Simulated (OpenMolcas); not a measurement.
## Ions of charge +4 along the 4d row on the Ge site of Cs2GeF6

* Program: OpenMolcas 26.06
* Method: SS-CASPT2, IPEA 0.25 Eh, imaginary shift 0.1 Eh
* Spin-orbit coupling: state interaction with AMFI integrals over the reference wave functions

The d shell is active; CASPT2 correlates the ligand valence shells and the outer metal core. Each dopant is a cluster with its nearest anions in model potentials and point charges, with no relaxation. Distances were set from a Shannon-type radius of the metal (high-spin where two are listed) plus a fixed donor radius (F 1.31 Å), in hosts weighted 0.65 to 0.35 with the host's distance in the model lattice. Ligand basis ANO-RCC-VDZP, DKH2 Hamiltonian. States (labels of O, the rotations of Oh). Energies in cm-1 above the lowest state or level, χT in cm3 K/mol; under a threefold ground state the first gap can be a small split of the lowest multiplet, not the spin-orbit step; 10Dq and B are least-squares fits to the states below 45000 cm-1, weighted by degeneracy, with a free offset, and given where the rms deviation is under 5 % of |10Dq| (or 100 cm-1) and under 700 cm-1. Spin-only χT is S(S+1) / 2 for the spin of the ground state.

```
 Ion  Shell  R (Å)   Metal basis  Ground state  First state of that spin   10Dq  B (rms of fit)  First gap with spin-orbit (degeneracies)  χT at 300 K  First state of another spin  Spin-only χT
Nb4+    4d1  1.925  ANO-RCC-VTZP           2T2                  2E 37600  37599                                                960 (4, 2)        0.152                                      0.375
Mo4+    4d2  1.905  ANO-RCC-VTZP           3T1                 3T2 34620  35817       594 (179)                                 26 (2, 3)        0.398                     1T2 7270         1.000
Tc4+    4d3  1.902  ANO-RCC-VTZP           4A2                 4T2 35080                                                     10620 (4, 4)        1.782                    2T1 10730         1.875
Ru4+    4d4  1.886  ANO-RCC-VTZP           3T1                  3E 29030                                                       790 (1, 3)        1.006                     1T2 6340         1.000
Rh4+    4d5  1.873  ANO-RCC-VTZP           2T2                     26830  31057       514 (659)                               2250 (2, 4)        0.527              2S+1 = 4: 22250         0.375
Pd4+    4d6  1.883  ANO-RCC-VTZP           1A1                     27030                                                     23330 (1, 2)        0.014              2S+1 = 3: 24020         0.000
```

Among the 3 ions with a close fit, |10Dq| is smallest for Rh4+ (31057 cm-1) and largest for Nb4+ (37599 cm-1). The error differs from ion to ion, so this order need not be the real one.

B goes from 594 cm-1 (Mo4+) to 514 cm-1 (Rh4+).

Below the highest spin of the shell: Ru4+, Rh4+, Pd4+. χT departs most from the spin-only value for Mo4+, by -0.602 cm3 K/mol.

Roots that are degenerate in the reference are averaged as groups; the widest CASPT2 spread within a group is 970 cm-1 (the 3-fold group of multiplicity 3 near 108000 cm-1 above the lowest state of its run, Ru4+). Shifts and gaps below about the spread of the groups concerned are not significant. Over all roots computed the reference weight is 0.72 in Nb4+, 0.71 to 0.72 in Mo4+, 0.70 to 0.71 in Tc4+, 0.67 to 0.70 in Ru4+, 0.67 to 0.70 in Rh4+, 0.63 to 0.68 in Pd4+; the roots of lowest weight are the least certain, and an intruder state may touch them. Ligand-to-metal charge-transfer states are missing. With one d shell and no ligand orbital active, 10Dq can be off by a tenth or more. An orbital triplet at a regular site is open to Jahn-Teller coupling, which can distort the site and quench the lowest spin-orbit gaps and is left out (holds for Nb4+; Mo4+; Ru4+; Rh4+). The least metal-like active orbital is 78 % on the metal (Löwdin) and no ligand orbital is active, so the numbers are rough (holds for Nb4+; Mo4+). With no ligand orbital active B as a rule stays too high, so bands that hang on it stand too high and its fall with covalency is understated (holds for Mo4+; Tc4+; Ru4+; Rh4+; Pd4+). The least metal-like active orbital is 77 % on the metal (Löwdin) and no ligand orbital is active, so the numbers are rough (holds for Tc4+). The least metal-like active orbital is 74 % on the metal (Löwdin) and no ligand orbital is active, so the numbers are rough (holds for Ru4+). The least metal-like active orbital is 71 % on the metal (Löwdin) and no ligand orbital is active, so the numbers are rough (holds for Rh4+). The least metal-like active orbital is 66 % on the metal (Löwdin) and no ligand orbital is active, so the numbers are rough, and ground spin, moment and any spin crossover can be artefacts of this space; highly charged d ions in such sites are as a rule low spin (holds for Pd4+). No measured value stands beside these numbers; the geometry was set by hand and not optimised.

A state without a sure symmetry label is named by its multiplicity alone.
